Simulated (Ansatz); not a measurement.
Ideal-gas functions of FH2InS (`[F][InH][SH]`) at 400 K and 1 bar, from an Ansatz frequency run at PBE0-D4/def2-TZVP.

Molar mass 167.9 g/mol, point group Cs (symmetry number 1), electronic degeneracy 1, moments of inertia 53.402, 175.129, 228.531 u Å². Harmonic wavenumbers (cm⁻¹, unscaled): 113, 271, 362, 403, 444, 585, 677, 1906, 2705.

Use S(trans) = R[1.5 ln M + 2.5 ln T − 1.1517]; rotational temperatures θ = 24.2544 K / I; S(rot) = R[ln(√π/σ · √(T³/θAθBθC)) + 1.5]; for each mode x = 1.438777 ν̃/T, S = R[x/(eˣ − 1) − ln(1 − e⁻ˣ)] and H = RT x/(eˣ − 1); 1 cm⁻¹ = 0.0119627 kJ/mol; R = 8.31446 J/(mol·K).

Task: By hand: the entropy, in J/(mol·K).

Result: Translation 178.9. Rotation: θ = 0.4542, 0.1385, 0.1061 K, giving 112.8. Vibration, mode by mode: 15.86, 8.85, 6.68, 5.92, 5.25, 3.51, 2.71, 0.07, 0.01, in all 48.9. Electronic 0.0. Sum 340.6 J/(mol·K).

Task: By hand: H − E and G − E in kJ/mol, counted from the electronic energy.

Result: Zero-point energy ½ × 7466 × 0.0119627 = 44.7; thermal vibration 10.9; translation, rotation and pV give 4 RT = 13.3. H − E = 68.9 kJ/mol, and G − E = 68.9 − 400 × 340.6/1000 = -67.3 kJ/mol.

Vibration gives 14 % of the entropy, 15.9 J/(mol·K) of it from the mode under 150 cm⁻¹: soft modes count most, and the harmonic formula is weakest for them. The sum counts one conformer and one mirror image; others add a mixing term.
